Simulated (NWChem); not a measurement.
All runs are NWChem calculations. System: H3BN (+1), charge 1, spin multiplicity 1, at a geometry optimised with PBE0/def2-SVP. The structure started from a generated list of species. Level: EOM-CCSD/def2-SVPD, 2 core orbitals frozen.

Input file:

```
start mol
memory heap 100 mb stack 700 mb global 1900 mb
charge 1
geometry units angstroms nocenter noautoz
  B      0.000000     0.000000     0.785633
  N      0.000000     0.000000    -0.530366
  H      0.000000     0.000000     1.972648
  H      0.858358     0.000000    -1.094124
  H     -0.858358     0.000000    -1.094124
  symmetry group C2v
end
basis spherical
  * library def2-svpd
end
scf
  rhf
  nopen 0
  maxiter 100
  thresh 1e-7
  semidirect memsize 60000000 filesize 0
end
tce
  freeze core 2
  ccsd
  nroots 1
  2eorb
  2emet 13
  thresh 1e-5
  maxiter 200
  tilesize 24
end
task tce energy
```

Part of the output:

```
             Northwest Computational Chemistry Package (NWChem) 7.3.0
             --------------------------------------------------------

                                NWChem Input Module
                                -------------------

 Scaling coordinates for geometry "geometry" by  1.889725989
 (inverse scale =  0.529177249)

 Turning off AUTOSYM since
 SYMMETRY directive was detected!

                             Geometry "geometry" -> ""
                             -------------------------

 Output coordinates in angstroms (scale by  1.889725989 to convert to a.u.)

  No.       Tag          Charge          X              Y              Z
 ---- ---------------- ---------- -------------- -------------- --------------
    1 B                    5.0000     0.00000000     0.00000000     0.78563300
    2 N                    7.0000     0.00000000     0.00000000    -0.53036600
    3 H                    1.0000     0.00000000     0.00000000     1.97264800
    4 H                    1.0000     0.85835800     0.00000000    -1.09412400
    5 H                    1.0000    -0.85835800     0.00000000    -1.09412400

 Effective nuclear repulsion energy (a.u.)      28.1983286477

            Nuclear Dipole moment (a.u.)
            ----------------------------
        X                 Y               Z
 ---------------- ---------------- ----------------
     0.0000000000     0.0000000000     0.0000056692

      Symmetry information
      --------------------

 Group name             C2v
 Group number             16
 Group order               4
 No. of unique centers     4

      Symmetry unique atoms

     1    2    3    4


 Summary of "ao basis" -> "" (spherical)
 ------------------------------------------------------------------------------
       Tag                 Description            Shells   Functions and Types
 ---------------- ------------------------------  ------  ---------------------
 *                         def2-svpd                  on all atoms

 Summary of "ao basis" -> "ao basis" (spherical)
 ------------------------------------------------------------------------------
[...]
 Iteration  15 using   15 trial vectors
   0.0000065244277   0.3457166510479    9.40743     0.2     0.2
 --------------------------------------------------------------
 Iterations converged
 ------------------

 Excited state root  1
 Excitation energy / hartree =        0.345716651047944
                   / eV      =        9.407432730031084
 largest EOMCCSD amplitudes: R1 and R2

 Singles contributions
     8b1  (alpha) ---     4a1  (alpha)        0.1641220775
     8b1  (alpha) ---     6a1  (alpha)       -0.9029929340
    16b1  (alpha) ---     6a1  (alpha)       -0.1133448873
    21b1  (alpha) ---     6a1  (alpha)        0.1235035881

 Doubles contributions

 =========================================
 Excited-state calculation ( b2  symmetry)
 =========================================
 Dim. of EOMCC iter. space      500

 EOMCCSD SOLVER TYPE  1
  maxdiff =   0.63932885790516847

 No. of initial right vectors    1

 EOM-CCSD right-hand side iterations
 --------------------------------------------------------------
      Residuum       Omega / hartree  Omega / eV    Cpu    Wall
 --------------------------------------------------------------

 Iteration   1 using    1 trial vectors
   0.5018689362451   0.4968870730661   13.52099     0.3     0.3

 Iteration   2 using    2 trial vectors
   0.1146904393345   0.3968746225078   10.79951     0.2     0.2

 Iteration   3 using    3 trial vectors
   0.0799501006317   0.3842845713381   10.45692     0.2     0.2

 Iteration   4 using    4 trial vectors
   0.0517671543870   0.3772031341223   10.26422     0.2     0.2

 Iteration   5 using    5 trial vectors
   0.0331449547397   0.3732920178096   10.15780     0.2     0.2

 Iteration   6 using    6 trial vectors
   0.0215277220746   0.3727404384795   10.14279     0.2     0.2

 Iteration   7 using    7 trial vectors
   0.0138371607107   0.3723475450713   10.13210     0.2     0.2

 Iteration   8 using    8 trial vectors
   0.0118022573922   0.3722439969843   10.12928     0.2     0.2

 Iteration   9 using    9 trial vectors
   0.0101279793311   0.3722340818202   10.12901     0.2     0.2

 Iteration  10 using   10 trial vectors
   0.0053477420268   0.3720287412997   10.12342     0.2     0.2

 Iteration  11 using   11 trial vectors
   0.0027004092306   0.3719748304494   10.12195     0.2     0.2

 Iteration  12 using   12 trial vectors
   0.0016234624182   0.3719473396607   10.12121     0.2     0.2

 Iteration  13 using   13 trial vectors
   0.0010228782859   0.3719406664228   10.12102     0.2     0.2

 Iteration  14 using   14 trial vectors
   0.0006271984437   0.3719544552762   10.12140     0.2     0.2

 Iteration  15 using   15 trial vectors
   0.0003335641936   0.3719519877876   10.12133     0.2     0.2

 Iteration  16 using   16 trial vectors
   0.0001900508326   0.3719472105083   10.12120     0.2     0.2

 Iteration  17 using   17 trial vectors
   0.0000985049689   0.3719470680883   10.12120     0.2     0.2

 Iteration  18 using   18 trial vectors
   0.0000495001878   0.3719466210208   10.12119     0.2     0.2

 Iteration  19 using   19 trial vectors
   0.0000236939152   0.3719469964283   10.12120     0.2     0.2

 Iteration  20 using   20 trial vectors
   0.0000091873326   0.3719472035502   10.12120     0.2     0.2
 --------------------------------------------------------------
 Iterations converged
 ------------------

 Excited state root  1
 Excitation energy / hartree =        0.371947203550236
                   / eV      =       10.121202684092808
 largest EOMCCSD amplitudes: R1 and R2

 Singles contributions
    10a1  (alpha) ---     7b2  (alpha)       -0.8083968084
    11a1  (alpha) ---     7b2  (alpha)       -0.3532751288
    20a1  (alpha) ---     7b2  (alpha)       -0.1978686112
     9b2  (alpha) ---     6a1  (alpha)       -0.1955458940

 Doubles contributions

 Task  times  cpu:       17.8s     wall:       17.8s

 Total times  cpu:       17.8s     wall:       17.8s
```
